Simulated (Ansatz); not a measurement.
Born–Oppenheimer molecular dynamics of CH$_{5}$BrGe (8 atoms, charge 0, multiplicity 1). It starts at the highest image of a converged band. Of that band: Neighbouring images differ by up to 1.6 eV, so the band resolves the path poorly. A vibrational analysis at the climbing image gives one clearly imaginary mode, 195i cm⁻¹: a first-order saddle point.

Theory: RKS PBE-D4/def2-SVP in Ansatz 0.2.0.

- ensemble: NVE (velocity Verlet)
- time step: 0.5 fs
- steps asked: 200
- starting velocities drawn for: 100 K
- seed: 4071

Frames 5 fs apart, positions in Å, forces in eV/Å.

Velocities at 0.0 fs (Å/ps):

```
Ge 0.69 0.02 0.08
Br -0.47 -0.06 0.33
C 1.87 -0.62 -0.54
H -12.53 -3.00 -16.80
H -3.57 17.14 0.81
H 7.01 -0.04 1.15
H -5.17 -4.87 -9.26
H -20.63 1.89 -1.54
```

```xyz
8
Properties=species:S:1:pos:R:3:forces:R:3 time_fs=0.0 energy_less_start_eV=0.000 T=100
Ge -1.111 -0.517 -0.179 0.04 -0.02 -0.02
Br 2.512 -0.466 -0.965 -0.02 0.00 0.00
C 0.086 0.693 0.560 -0.01 0.01 0.01
H 1.133 0.262 -0.040 0.01 0.01 0.01
H -1.653 -0.323 -1.611 -0.01 0.00 0.01
H -1.205 -1.964 0.350 -0.01 0.01 0.00
H 0.278 0.574 1.641 0.01 -0.01 0.01
H -0.040 1.743 0.244 0.00 0.01 -0.01
8
Properties=species:S:1:pos:R:3:forces:R:3 time_fs=5.0 energy_less_start_eV=0.034 T=56
Ge -1.108 -0.517 -0.179 -0.12 -0.03 -0.11
Br 2.510 -0.467 -0.963 -0.01 -0.05 -0.07
C 0.092 0.692 0.554 -0.49 0.08 -0.13
H 1.080 0.255 -0.114 0.22 0.16 0.20
H -1.669 -0.244 -1.599 0.02 -0.15 0.11
H -1.173 -1.965 0.351 -0.05 -0.03 -0.11
H 0.268 0.547 1.632 0.20 0.07 0.01
H -0.130 1.732 0.245 0.24 -0.04 0.09
8
Properties=species:S:1:pos:R:3:forces:R:3 time_fs=10.0 energy_less_start_eV=0.045 T=43
Ge -1.105 -0.517 -0.179 -0.10 -0.14 0.04
Br 2.507 -0.467 -0.962 0.00 -0.04 -0.09
C 0.090 0.692 0.545 -0.35 -0.07 0.22
H 1.075 0.283 -0.145 0.21 0.14 0.21
H -1.685 -0.197 -1.568 -0.08 -0.15 -0.08
H -1.151 -1.974 0.328 -0.06 -0.04 -0.13
H 0.301 0.536 1.622 0.16 0.09 -0.19
H -0.169 1.723 0.264 0.23 0.21 0.02
8
Properties=species:S:1:pos:R:3:forces:R:3 time_fs=15.0 energy_less_start_eV=0.019 T=76
Ge -1.102 -0.518 -0.179 -0.11 -0.18 -0.09
Br 2.505 -0.468 -0.961 0.00 0.01 -0.05
C 0.081 0.692 0.540 0.04 0.51 0.01
H 1.117 0.342 -0.129 0.01 -0.05 0.03
H -1.717 -0.186 -1.551 -0.08 -0.10 -0.05
H -1.144 -1.991 0.275 -0.03 -0.01 -0.06
H 0.372 0.543 1.588 0.03 -0.04 0.19
H -0.154 1.747 0.289 0.14 -0.13 0.02
8
Properties=species:S:1:pos:R:3:forces:R:3 time_fs=20.0 energy_less_start_eV=0.039 T=50
Ge -1.100 -0.519 -0.179 -0.15 -0.10 -0.30
Br 2.503 -0.468 -0.960 -0.01 0.08 0.01
C 0.074 0.700 0.536 0.70 0.16 0.60
H 1.162 0.388 -0.106 -0.16 -0.25 -0.16
H -1.766 -0.199 -1.542 0.02 -0.04 0.12
H -1.143 -2.011 0.208 0.04 0.03 0.05
H 0.441 0.543 1.576 -0.31 -0.05 -0.21
H -0.111 1.761 0.316 -0.13 0.16 -0.11
8
Properties=species:S:1:pos:R:3:forces:R:3 time_fs=25.0 energy_less_start_eV=0.045 T=42
Ge -1.098 -0.520 -0.180 0.02 0.10 -0.11
Br 2.500 -0.469 -0.959 0.00 0.08 0.01
C 0.078 0.713 0.541 0.27 0.24 -0.30
H 1.173 0.381 -0.117 -0.17 -0.22 -0.15
H -1.813 -0.219 -1.512 -0.01 0.08 -0.02
H -1.133 -2.025 0.152 0.10 0.03 0.14
H 0.454 0.528 1.550 -0.08 -0.09 0.44
H -0.092 1.788 0.323 -0.12 -0.24 -0.01
8
Properties=species:S:1:pos:R:3:forces:R:3 time_fs=30.0 energy_less_start_eV=0.035 T=55
Ge -1.096 -0.521 -0.182 0.09 0.32 0.08
Br 2.498 -0.469 -0.958 0.03 0.01 -0.06
C 0.089 0.727 0.543 0.07 -0.82 0.27
H 1.145 0.327 -0.162 -0.06 0.02 0.05
H -1.862 -0.223 -1.485 0.02 0.09 -0.07
H -1.099 -2.032 0.127 0.12 0.03 0.14
H 0.434 0.502 1.583 -0.19 0.18 -0.40
H -0.101 1.786 0.323 -0.08 0.17 -0.02
8
Properties=species:S:1:pos:R:3:forces:R:3 time_fs=35.0 energy_less_start_eV=0.051 T=34
Ge -1.094 -0.521 -0.183 -0.01 0.40 0.08
Br 2.495 -0.469 -0.957 0.05 -0.06 -0.11
C 0.099 0.729 0.547 -0.71 -0.35 -0.80
H 1.104 0.277 -0.193 0.09 0.24 0.22
H -1.904 -0.206 -1.471 0.15 -0.01 0.06
H -1.039 -2.031 0.134 0.06 0.04 0.06
H 0.387 0.505 1.574 0.26 0.00 0.43
H -0.125 1.795 0.324 0.11 -0.26 0.05
8
Properties=species:S:1:pos:R:3:forces:R:3 time_fs=40.0 energy_less_start_eV=0.046 T=41
Ge -1.091 -0.520 -0.184 0.00 0.16 0.21
Br 2.493 -0.469 -0.956 0.06 -0.08 -0.13
C 0.098 0.722 0.540 -0.30 -0.64 0.44
H 1.082 0.280 -0.175 0.16 0.25 0.21
H -1.915 -0.191 -1.447 0.06 -0.05 -0.07
H -0.964 -2.020 0.156 -0.03 0.03 -0.02
H 0.380 0.519 1.605 0.01 0.08 -0.54
H -0.130 1.774 0.330 0.03 0.24 -0.10
8
Properties=species:S:1:pos:R:3:forces:R:3 time_fs=45.0 energy_less_start_eV=0.036 T=53
Ge -1.089 -0.518 -0.184 0.03 -0.16 0.13
Br 2.491 -0.470 -0.956 0.08 -0.05 -0.11
C 0.089 0.706 0.537 -0.25 0.73 -0.29
H 1.097 0.338 -0.113 0.12 0.01 -0.05
H -1.911 -0.186 -1.439 -0.02 -0.05 -0.13
H -0.897 -2.004 0.172 -0.14 -0.05 -0.06
H 0.388 0.542 1.571 0.14 -0.18 0.51
H -0.124 1.775 0.321 0.04 -0.25 0.00
8
Properties=species:S:1:pos:R:3:forces:R:3 time_fs=50.0 energy_less_start_eV=0.063 T=19
Ge -1.087 -0.517 -0.184 -0.06 -0.39 -0.18
Br 2.489 -0.470 -0.956 0.07 0.01 -0.06
C 0.078 0.700 0.534 0.62 0.43 0.89
H 1.139 0.398 -0.061 -0.04 -0.26 -0.24
H -1.907 -0.195 -1.456 0.06 -0.08 0.05
H -0.862 -1.998 0.175 -0.19 -0.06 -0.06
H 0.409 0.536 1.592 -0.31 0.01 -0.40
H -0.116 1.753 0.308 -0.15 0.33 0.00
8
Properties=species:S:1:pos:R:3:forces:R:3 time_fs=55.0 energy_less_start_eV=0.054 T=30
Ge -1.085 -0.517 -0.185 0.07 -0.36 -0.13
Br 2.488 -0.471 -0.956 0.05 0.06 -0.02
C 0.076 0.705 0.543 0.21 0.88 -0.36
H 1.171 0.403 -0.062 -0.22 -0.25 -0.17
H -1.892 -0.222 -1.467 0.02 -0.02 0.00
H -0.873 -2.004 0.166 -0.17 -0.02 -0.02
H 0.380 0.524 1.574 0.03 -0.04 0.52
H -0.133 1.772 0.302 0.01 -0.24 0.19
```

Of the whole run (100 fs, mean temperature of the second half 110 K): The conserved energy stayed within 0.032 meV per atom of its start (net change 0.011 meV per atom), so the integration is sound. A run of 0.1 ps of so small a system gives no equilibrium averages. The orbitals stay closed-shell, which can raise the energy where a bond breaks towards radicals; this wasn't checked here.

Time of the run: 5.9 min on 2 threads of Arm Neoverse V1 (shared host), peak memory 0.31 GiB.
